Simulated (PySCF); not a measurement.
A structure optimised at B3LYP-D3(BJ)/def2-TZVP, used in a PySCF frequency run:

```xyz
8

Si     0.1391     1.5245     0.0000
Si    -0.5173    -0.7286     0.0000
F      0.7913    -1.6727     0.0000
H     -1.0828     2.3669     0.0000
H      0.9390     1.8348    -1.2084
H      0.9390     1.8348     1.2084
H     -1.3111    -1.0624     1.2058
H     -1.3111    -1.0624    -1.2058
```

Problem. Write its SMILES, formula and point group.

Solution. F[SiH2][SiH3], FH5Si2, Cs

Problem. What are its rotational constants (standard atomic weights)?

Solution. 15.799, 3.2875, 2.9050 GHz
